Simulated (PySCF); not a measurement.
This script is equivalent to a calculation on Ge (germanium, neutral).

```python
from pyscf import gto, scf, dft, mp, cc
import basis_set_exchange as bse
txt = bse.get_basis("aug-cc-pVDZ-PP", elements=["Ge"], fmt="nwchem", header=False)
cut = txt.index("\nECP")
mol = gto.M(atom="Ge 0 0 0", charge=0, spin=2, symmetry="D2h",
            basis=gto.basis.parse(txt[:cut]),
            ecp={"Ge": gto.basis.parse_ecp(txt[cut:])})
mf = scf.UHF(mol)
mf.irrep_nelec = {'Ag': (4, 4), 'B1g': (1, 1), 'B2g': (1, 1), 'B3g': (1, 1), 'B1u': (2, 1), 'B2u': (2, 1), 'B3u': (1, 1)}
mf.kernel()
```

(1) What total energy does it give?

(2) Which occupied shell lies highest, and where?

(3) What is ⟨S²⟩, and what would a pure spin state give?

Energies and moments cover only the electrons outside the core potential.

## Answers

(1) -293.34175 hartree (calculated).

(2) 4p α, at -7.882 eV.

(3) 2.010, against 2.00.
